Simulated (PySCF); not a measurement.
Order these species by their calculated properties.

All species are isolated and taken at one optimised geometry, non-relativistic unless stated; the electronic structure was computed with PySCF and density fitting.

Dipoles, sizes and rotational constants follow the conformer. The torsions of the flexible species, by atom-mapped SMILES:
- `[CH3:1][NH:2][c:3]1[cH:4][cH:5][cH:6][cH:7][cH:8]1`: C1–N2–C3–C4 -17°
- `[CH3:1][O:2][C:3]([CH3:4])([CH3:5])[CH2:6][F:7]`: C1–O2–C3–C4 -56°, O2–C3–C6–F7 -81°
- `[CH2:1][CH2:2][O:3]/[CH:4]=[CH:5]\[C:6]([F:7])=[C:8]([F:9])[F:10]`: C1–C2–O3–C4 -173°, C2–O3–C4–C5 -177°, C4–C5–C6–F7 0°
- `[CH3:1][c:2]1[cH:3][cH:4][cH:5][cH:6][c:7]1[NH2:8]`: H–N8–C7–C6 155°, H–N8–C7–C6 19°
- `[F:1][C:2]([F:3])([F:4])[CH2:5][C@@H:6]1[CH:7][CH:8]=[CH:9][O:10]1`: F1–C2–C5–C6 -177°, C2–C5–C6–C7 -78°
- `[F:1][C+:2]1[CH2:3][CH2:4][CH:5]=[C:6]1[O:7][CH:8]([F:9])[F:10]`: C5–C6–O7–C8 0°, C6–O7–C8–F9 58°
- `[CH2:1]=[CH:2][P:3]([CH3:4])[CH2:5][PH2+:6][CH:7]1[CH2:8][CH2:9]1`: C1–C2–P3–C4 -141°, C2–P3–C5–P6 -62°, P3–C5–P6–C7 -153°, C5–P6–C7–C8 -95°

The conformers of `CN1C=CN(C)P1(P)=S`, `C=N[C@@H]1[C@@H]2C=CC[C@@H]21` and `F[C@@H]1C[C@@H]2CCCC[C@@]21F` aren't listed.

Problem. Rank by smallest rotational constant, lowest first (GFN2-xTB).
A. `FC(F)(F)C[C@@H]1[CH]C=CO1` [radical]
B. `COC(C)(C)CF`
C. `CNc1ccccc1`
D. `Cc1ccccc1N`
E. `[CH2]CO/C=C\C(F)=C(F)F` [radical]

Solution. E (0.484 GHz), A (0.712 GHz), C (1.188 GHz), D (1.334 GHz), B (1.867 GHz).

Problem. Give the two extremes of that set in cm⁻¹.

Solution. `[CH2]CO/C=C\C(F)=C(F)F` [doublet state]: 0.0161 cm⁻¹; `COC(C)(C)CF`: 0.0623 cm⁻¹.

Problem. Rank by HOMO–LUMO gap, lowest first (PBE0/pcSseg-1 at GFN2-xTB geometries).
A. `C#CS(F)(F)(F)(F)F`
B. `CNc1ccccc1`
C. `COC(C)(C)CF`
D. `[C@H]12[C@H](N=C)[C@@H]2C=CC1`
E. `C=CP(C)C[PH2+]C1CC1`
F. `C1([C+](F)CCC=1)OC(F)F`
G. `F[C@@H]1C[C@@H]2CCCC[C@@]21F`
H. `CN1C=CN(C)P1(P)=S`

Solution. F (4.70 eV), H (5.00 eV), B (5.75 eV), D (6.23 eV), E (6.53 eV), A (7.34 eV), C (8.69 eV), G (9.47 eV).

Problem. Give the two extremes of that set in kcal/mol.

Solution. `F[C+]1CCC=C1OC(F)F`: 108 kcal/mol; `F[C@@H]1C[C@@H]2CCCC[C@@]21F`: 218 kcal/mol.

Problem. Rank by HOMO energy, lowest first (PBE0/pcSseg-1 at GFN2-xTB geometries).
A. `F[C+]1CCC=C1OC(F)F`
B. `F[C@@H]1C[C@@H]2CCCC[C@@]21F`
C. `C=CP(C)C[PH2+]C1CC1`
D. `CNC1=CC=CC=C1`
E. `C=N[C@@H]1[C@@H]2C=CC[C@@H]21`
F. `S(F)(F)(F)(C#C)(F)F`

Solution. A (-13.40 eV), C (-10.89 eV), F (-9.74 eV), B (-8.27 eV), E (-6.40 eV), D (-5.67 eV).

Problem. Give the two extremes of that set in hartree.

Solution. `F[C+]1CCC=C1OC(F)F`: -0.492 Eh; `CNc1ccccc1`: -0.208 Eh.
